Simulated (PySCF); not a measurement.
## Two-component Hartree-Fock for Si⁴⁺ (silicon, charge +4)

Start: [Ne]. Calculated with PySCF 2.14 in x2c-TZVPPall-2c with one added diffuse shell each of s, p, d type (6s7p4d1f, 54 functions): generalised Hartree-Fock with the X2C-1e Hamiltonian and a Gaussian nucleus; spin-orbit coupling (SO) screened by Boettger's factors.

| spinor shell | electrons | ε, screened SO (eV) | weight of nominal j (screened SO) | rms radius, screened SO (bohr) |
| --- | --- | --- | --- | --- |
| 1s1/2 | 2 | -1931.7 | 1.000 | 0.129 |
| 2s1/2 | 2 | -220.50 | 1.000 | 0.611 |
| 2p1/2 | 2 | -169.01 | 1.000 | 0.591 |

Where does 2p3/2 lie, and what is the 2p spin-orbit splitting (screened SO)?

At -168.31 eV, 0.702 eV above 2p1/2.

| quantity | screened SO |
| --- | --- |
| E (hartree) | -285.77243 |
| M_J | 0 |
| ⟨J²⟩ | 0.000 |
| ⟨L²⟩ | 0.000 |
| ⟨S²⟩ | 0.000 |
